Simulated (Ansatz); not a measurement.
Born–Oppenheimer molecular dynamics of C$_{2}$H$_{6}$O$_{2}$Si (11 atoms, charge 0, multiplicity 1). It starts from a relaxed structure.

These are results of Ansatz 0.2.0, RKS PBE-D4/STO-3G, not measurements.

| Quantity | Value |
| --- | --- |
| ensemble | NVT, Nosé–Hoover chain |
| time step | 1 fs |
| steps asked | 400 |
| set temperature | 700 K |
| thermostat | time constant 100 fs, chain length 3 (defaults) |
| seed | 27264 |

Frames 20 fs apart, positions in Å, forces in eV/Å.

Velocities at 50.0 fs (Å/ps):

```
C 1.24 -3.07 -3.09
O 1.42 -5.58 -0.47
C 4.75 5.30 -4.50
Si 0.26 -0.60 0.79
O -2.41 2.95 3.77
H 8.14 8.61 -17.67
H -16.50 -14.14 -2.76
H -12.06 32.93 10.24
H -36.50 6.30 39.15
H -12.96 -7.08 -6.44
H 7.00 5.29 -6.25
```

```xyz
11
Properties=species:S:1:pos:R:3:forces:R:3 time_fs=50.0 energy_less_start_eV=0.471 T=344
C -0.758 1.238 0.229 -1.02 -0.57 -0.23
O 0.125 0.740 1.314 -0.71 -0.78 -0.52
C 0.320 -0.672 0.876 1.74 -0.77 -0.87
Si 0.592 -0.606 -1.091 -0.17 -1.17 2.15
O -0.218 0.905 -1.102 -0.37 1.50 -1.26
H -0.824 2.360 0.336 0.11 -0.22 -0.13
H -1.856 0.809 0.318 1.25 0.39 0.08
H -0.513 -1.405 1.088 0.13 0.64 0.28
H 1.259 -1.013 1.374 -0.36 -0.14 0.28
H 1.958 -0.599 -1.665 -0.40 0.45 0.27
H -0.023 -1.826 -1.671 -0.21 0.66 -0.06
11
Properties=species:S:1:pos:R:3:forces:R:3 time_fs=70.0 energy_less_start_eV=0.482 T=380
C -0.765 1.208 0.198 0.16 -0.44 -0.62
O 0.148 0.732 1.260 0.35 -1.79 0.43
C 0.384 -0.732 0.879 -0.69 0.02 -1.35
Si 0.574 -0.608 -0.997 -0.29 1.88 -0.69
O -0.229 0.974 -1.188 -0.04 0.12 1.29
H -0.914 2.280 0.460 0.10 0.46 -0.48
H -1.764 0.701 0.307 -0.33 -0.19 0.01
H -0.509 -1.429 0.882 0.03 0.72 1.22
H 1.214 -1.227 1.407 0.18 0.43 0.53
H 1.871 -0.344 -1.590 0.37 -0.50 -0.14
H -0.278 -1.502 -1.748 0.15 -0.69 -0.18
11
Properties=species:S:1:pos:R:3:forces:R:3 time_fs=90.0 energy_less_start_eV=0.522 T=411
C -0.767 1.155 0.155 1.47 1.01 0.49
O 0.164 0.660 1.195 -0.08 1.86 1.47
C 0.396 -0.756 0.925 -0.90 -1.02 -0.88
Si 0.519 -0.546 -0.988 0.99 -2.61 0.19
O -0.195 1.014 -1.186 0.08 -0.38 -0.45
H -0.898 2.238 0.319 -0.01 0.71 0.39
H -1.735 0.694 0.273 -1.88 -1.11 -0.06
H -0.395 -1.427 1.438 0.75 0.55 -0.86
H 1.394 -1.021 1.337 -0.09 0.03 0.20
H 1.971 -0.646 -1.184 -0.21 0.47 -0.49
H -0.077 -1.648 -1.772 -0.10 0.48 0.00
11
Properties=species:S:1:pos:R:3:forces:R:3 time_fs=110.0 energy_less_start_eV=0.466 T=535
C -0.800 1.218 0.177 1.44 -0.96 0.11
O 0.122 0.720 1.315 -0.41 0.27 -1.64
C 0.410 -0.710 0.826 -1.07 0.71 2.85
Si 0.556 -0.634 -1.030 -0.49 1.41 -1.53
O -0.164 0.998 -1.124 0.09 -0.44 -0.09
H -1.053 2.291 0.241 0.36 0.70 0.51
H -1.750 0.669 0.286 -1.01 -0.66 -0.01
H -0.461 -1.293 1.282 0.66 -0.23 -1.06
H 1.284 -0.967 1.444 0.56 -0.43 -0.19
H 1.798 -0.491 -1.803 0.19 -0.12 0.66
H -0.197 -1.578 -1.851 -0.31 -0.25 0.40
11
Properties=species:S:1:pos:R:3:forces:R:3 time_fs=130.0 energy_less_start_eV=0.559 T=517
C -0.755 1.176 0.235 -1.48 0.95 -1.63
O 0.041 0.722 1.323 0.94 -1.02 0.01
C 0.454 -0.645 0.872 -1.58 -0.95 0.83
Si 0.554 -0.618 -1.098 -0.72 -0.53 2.43
O -0.140 0.961 -1.124 -0.23 0.96 -0.08
H -0.816 2.271 0.440 -0.26 0.46 -0.51
H -1.855 0.785 0.186 0.96 -0.10 0.35
H -0.468 -1.316 1.119 1.37 0.40 -0.30
H 1.249 -0.882 1.607 0.47 -0.54 -0.46
H 1.827 -0.691 -1.795 0.03 0.03 -0.18
H -0.405 -1.706 -1.418 0.50 0.34 -0.45
11
Properties=species:S:1:pos:R:3:forces:R:3 time_fs=150.0 energy_less_start_eV=0.816 T=363
C -0.777 1.229 0.053 -1.99 -1.44 3.61
O 0.089 0.643 1.303 -1.16 0.32 -0.81
C 0.490 -0.741 0.913 -0.60 -0.50 -1.59
Si 0.493 -0.600 -0.974 0.53 0.24 -1.51
O -0.144 1.046 -1.176 0.93 -0.82 -0.77
H -0.919 2.300 0.354 0.16 0.14 -0.32
H -1.873 0.704 0.125 1.92 0.81 -0.10
H -0.044 -1.684 1.322 0.29 1.55 -0.06
H 1.576 -0.877 1.010 0.54 -0.06 1.35
H 1.884 -0.526 -1.480 -0.51 -0.12 0.07
H -0.250 -1.536 -1.816 -0.13 -0.10 0.12
11
Properties=species:S:1:pos:R:3:forces:R:3 time_fs=170.0 energy_less_start_eV=0.650 T=546
C -0.758 1.173 0.217 -3.26 -0.23 -3.36
O 0.024 0.677 1.215 3.11 -0.92 4.27
C 0.526 -0.701 0.914 -2.55 -0.10 -2.27
Si 0.493 -0.590 -1.008 0.89 -1.02 -0.25
O -0.091 1.021 -1.181 -1.06 0.54 1.23
H -0.937 2.255 0.441 0.14 0.18 -0.22
H -1.840 0.645 0.242 1.39 0.73 -0.61
H -0.286 -1.483 1.133 1.10 0.61 0.72
H 1.505 -0.874 1.377 0.13 -0.10 0.54
H 1.794 -0.750 -1.619 0.30 0.18 -0.21
H -0.347 -1.630 -1.611 -0.18 0.12 0.14
11
Properties=species:S:1:pos:R:3:forces:R:3 time_fs=190.0 energy_less_start_eV=0.888 T=375
C -0.834 1.183 0.134 1.52 -0.85 0.99
O 0.093 0.737 1.406 -0.74 0.03 -3.02
C 0.429 -0.649 0.882 -0.54 0.93 0.01
Si 0.562 -0.652 -1.099 -1.79 1.38 1.23
O -0.100 1.004 -1.085 0.22 -0.48 -0.70
H -1.127 2.242 0.101 0.06 0.90 0.88
H -1.772 0.585 0.256 -0.29 -0.47 -0.16
H -0.483 -1.257 1.167 0.96 -0.52 -0.26
H 1.369 -0.956 1.346 0.29 -0.53 0.83
H 1.633 -0.594 -2.124 -0.14 -0.28 0.65
H -0.552 -1.553 -1.439 0.44 -0.11 -0.45
11
Properties=species:S:1:pos:R:3:forces:R:3 time_fs=210.0 energy_less_start_eV=0.721 T=571
C -0.780 1.129 0.201 1.56 1.79 -0.99
O 0.098 0.703 1.232 0.20 0.71 1.00
C 0.455 -0.691 0.870 -2.00 0.47 0.45
Si 0.498 -0.609 -1.035 1.24 0.08 0.64
O -0.111 1.028 -1.121 0.10 -0.25 -0.78
H -0.957 2.180 0.428 -0.30 1.33 -0.06
H -1.731 0.660 0.103 -2.46 -1.62 0.37
H -0.400 -1.239 1.331 0.39 -1.11 -0.24
H 1.331 -0.741 1.499 1.43 -1.40 0.13
H 1.907 -0.647 -1.351 0.26 0.12 -0.55
H -0.157 -1.644 -1.813 -0.42 -0.12 0.01
11
Properties=species:S:1:pos:R:3:forces:R:3 time_fs=230.0 energy_less_start_eV=0.733 T=591
C -0.802 1.234 0.102 1.85 -1.86 1.21
O 0.165 0.682 1.250 -1.38 -0.96 -1.06
C 0.418 -0.854 0.885 -0.28 2.79 0.09
Si 0.530 -0.565 -0.931 -0.18 -0.41 -3.29
O -0.192 1.029 -1.228 0.11 -0.06 1.27
H -0.989 2.273 0.402 0.16 0.97 -0.22
H -1.757 0.679 0.171 -0.82 -0.39 0.19
H -0.315 -1.609 1.278 0.23 0.51 0.04
H 1.441 -0.985 1.254 0.25 -0.63 0.71
H 1.866 -0.494 -1.552 -0.10 -0.06 0.53
H -0.216 -1.498 -1.815 0.15 0.09 0.52
11
Properties=species:S:1:pos:R:3:forces:R:3 time_fs=250.0 energy_less_start_eV=0.725 T=650
C -0.710 1.199 0.206 -1.90 0.56 0.62
O 0.100 0.674 1.286 0.86 1.72 1.67
C 0.362 -0.651 0.919 -0.32 -2.50 -3.92
Si 0.584 -0.581 -1.069 0.34 -0.24 2.73
O -0.240 0.933 -1.152 -0.14 0.38 -0.39
H -0.647 2.301 0.384 -0.47 0.37 -0.24
H -1.816 0.832 0.456 1.16 0.43 -1.07
H -0.536 -1.308 0.910 -0.39 -0.17 0.91
H 1.149 -1.144 1.461 1.04 -0.17 1.02
H 1.950 -0.546 -1.556 0.05 0.09 -0.48
H -0.192 -1.703 -1.502 -0.24 -0.49 -0.84
11
Properties=species:S:1:pos:R:3:forces:R:3 time_fs=270.0 energy_less_start_eV=0.873 T=569
C -0.761 1.319 0.253 -1.33 -2.48 -0.83
O 0.094 0.755 1.345 1.24 -1.85 -1.00
C 0.364 -0.716 0.819 -1.96 1.11 -0.10
Si 0.611 -0.659 -1.078 -1.14 2.05 -0.02
O -0.249 0.923 -1.113 -0.53 0.32 0.21
H -0.782 2.451 0.247 0.10 -0.39 0.46
H -1.894 0.888 0.528 2.06 1.04 -1.18
H -0.541 -1.343 1.074 0.41 0.25 -0.10
H 1.216 -1.165 1.292 1.20 -0.11 1.29
H 1.958 -0.358 -1.601 -0.15 -0.25 0.37
H 0.014 -1.628 -2.059 0.10 0.32 0.91
```

Of the whole run (400 fs, mean temperature of the second half 698 K): The conserved energy stayed within 2.5 meV per atom of its start (net change 1.5 meV per atom), so the integration is sound. A run of 0.4 ps of so small a system gives no equilibrium averages. Limits of this set-up: minimal basis.

The run took 12 min on 1 thread of AMD EPYC 7R43 64-Core Processor (Zen 3), with other jobs on the host, peak memory 0.1 GiB.
